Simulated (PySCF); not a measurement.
3-phenylpropionyl chloride, C9H9ClO.
Atom-mapped SMILES: `[O:1]=[C:2]([Cl:3])[CH2:4][CH2:5][c:6]1[cH:7][cH:8][cH:9][cH:10][cH:11]1`

Structure used (GFN2-xTB), in Å, numbered top down from 1:
```
atom  x, y, z in Å
O1     2.4057    1.5698    0.0112
C2     2.4945    0.6110   -0.6742
Cl3    3.2761    0.7428   -2.2682
C4     2.0610   -0.7893   -0.3987
C5     1.1239   -0.8647    0.8146
C6    -0.2291   -0.2907    0.4896
C7    -1.1212   -1.0126   -0.2942
C8    -2.3616   -0.4909   -0.6134
C9    -2.7263    0.7623   -0.1512
C10   -1.8428    1.4893    0.6274
C11   -0.6006    0.9668    0.9436
H12    1.5799   -1.1976   -1.2891
H13    2.9679   -1.3746   -0.2198
H14    1.5705   -0.3159    1.6446
H15    1.0183   -1.9117    1.1059
H16   -0.8455   -1.9957   -0.6505
H17   -3.0462   -1.0642   -1.2213
H18   -3.6968    1.1686   -0.3954
H19   -2.1215    2.4669    0.9919
H20    0.0887    1.5409    1.5443
```

NICS = −σ at a ghost point: NICS(0) at the centroid of the ring atoms, NICS(1) 1 Å to either side along the normal of their mean plane, zz for the tensor component along that normal. Level: GIAO PBE0/pcSseg-1 (PySCF, non-relativistic, gas phase) on the GFN2-xTB geometry, one conformer.

Ring bond lengths (Å), with Mayer bond orders in brackets: C6–C7 1.390 (1.39), C7–C8 1.383 (1.45), C8–C9 1.385 (1.43), C9–C10 1.384 (1.44), C10–C11 1.384 (1.44), C11–C6 1.388 (1.42).

Task: What do the NICS probes read (ppm)?

Result: 
```csv
ring,type,NICS(0),"NICS(1), two faces","NICS(1)zz, two faces",rms pucker (Å),"centre to ring atoms, mean (Å)"
C6–C7–C8–C9–C10–C11,6-membered carbocycle; formal bonds all aromatic,-8.8,-11.5 / -11.5,-29.4 / -28.6,0.00,1.39
```

Task: What do they say, and how far can they be read as aromaticity?

Result: 
- C6–C7–C8–C9–C10–C11: mean NICS(1)zz -29.0 ppm, shielded. The ring is flat and has no four-coordinate atom; by the NICS criterion it is aromatic.

Task: And the bond-length index? HOMA = 1 − mean of α(R − Ropt)² over the ring bonds, with Krygowski's 1993 parameters (CC: Ropt 1.388 Å, α 257.7 Å⁻²).

Result: 
- C6–C7–C8–C9–C10–C11: HOMA 1.00 = 1 − EN − GEO, with mean bond length 1.386 Å, EN = α(Ropt − mean)² = 0.002 and GEO = α × variance = 0.001. The geometric and the magnetic index point the same way.

Task: What is the mean of the two in-plane components of NICS at the second NICS(1) probe listed for ring C6–C7–C8–C9–C10–C11, 1 Å off the ring?

Result: The isotropic value is a third of the trace: (3 × -11.5 − (-28.6))/2 = -2.9 ppm.

Task: What are the shieldings of the ring atoms and their hydrogens in the same run (means over atoms taken as equivalent)?

Result: 
```json
{"atoms": "C6", "environment": "substituted aromatic carbon", "σ isotropic (ppm)": "41.6", "principal values of the symmetric part, first atom (ppm)": "-57.4, 6.0, 176.2"}
{"atoms": "C7 (×2)", "environment": "aromatic CH carbon", "σ isotropic (ppm)": "51.7", "principal values of the symmetric part, first atom (ppm)": "-52.2, 44.4, 169.3"}
{"atoms": "C8 (×2)", "environment": "aromatic CH carbon", "σ isotropic (ppm)": "52.7", "principal values of the symmetric part, first atom (ppm)": "-58.7, 39.1, 177.7"}
{"atoms": "C9", "environment": "aromatic CH carbon", "σ isotropic (ppm)": "54.5", "principal values of the symmetric part, first atom (ppm)": "-55.2, 39.2, 179.6"}
{"atoms": "H16 (×2)", "environment": "aromatic hydrogen", "σ isotropic (ppm)": "24.12", "principal values of the symmetric part, first atom (ppm)": "20.7, 22.7, 29.4"}
{"atoms": "H17 (×2)", "environment": "aromatic hydrogen", "σ isotropic (ppm)": "24.10", "principal values of the symmetric part, first atom (ppm)": "20.6, 24.5, 27.1"}
{"atoms": "H18", "environment": "aromatic hydrogen", "σ isotropic (ppm)": "24.17", "principal values of the symmetric part, first atom (ppm)": "20.8, 25.0, 26.7"}
```
